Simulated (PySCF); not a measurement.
Si(Cl)(OH)2(OMe) (CH5ClO3Si), SMILES O[Si](O)(OC)Cl.

Geometry: B3LYP-D3(BJ)/def2-SVP. Other conformers were not sampled.

Two levels are set side by side: TDA-PBE/def2-SVPD (PySCF) and TDA-ωB97X/def2-SVPD (PySCF). Vertical, same geometry. The lowest singlet is HOMO→LUMO 100 % with PBE and HOMO→LUMO 71 % with the other functional; states are paired by order. Differences are taken from unrounded values.

```tsv
quantity	TDA-ωB97X	TDA-PBE	TDA-PBE minus TDA-ωB97X
lowest singlet excitation (eV)	8.32	6.21	-2.11
lowest triplet excitation (TDA) (eV)	8.03	6.12	-1.92
```

Functionals without exact exchange tend to place singlet excitations lower, as here. Differences between two approximate levels are no errors against the true value.

Rough cost on one machine, each run with all the roots and properties that it gave: TDA-ωB97X against TDA-PBE about 5 times.
